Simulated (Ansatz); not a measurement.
GeF4, relaxed as a singlet with RKS B3LYP-D4/def2-SVP in Ansatz, starting from the GFN2-xTB geometry. Force threshold 0.02 eV/Å.

Start:

```tsv
atom	x (Å)	y (Å)	z (Å)
Ge1	-0.001	0.000	0.000
F2	1.450	-0.295	-0.781
F3	-0.138	-1.026	1.313
F4	-1.272	-0.267	-1.054
F5	-0.039	1.588	0.523
```

Question: Estimate the energy that the relaxation releases and the steps that it takes.

Answer: 7.8 kJ/mol, in 4 steps; 3.7 s on 4 threads of Arm Neoverse V2 on a shared host. No frequencies were taken in this run, so the end may be a saddle point.

Question: Does the start keep its bonding and symmetry?

Answer: By distances, no bond broke or formed. The bond that changes most is Ge1–F5, from 1.67 to 1.71 Å (atoms count from 1). Point group Td at the start, Td at the end, both within 0.05 Å.

Question: Predict the relaxed structure.

Answer: 
```xyz
5

Ge    0.000    0.000    0.000
F     1.476   -0.299   -0.799
F    -0.143   -1.045    1.340
F    -1.295   -0.274   -1.076
F    -0.039    1.619    0.535
```
Bond lengths: 4 × F–Ge 1.71 Å.
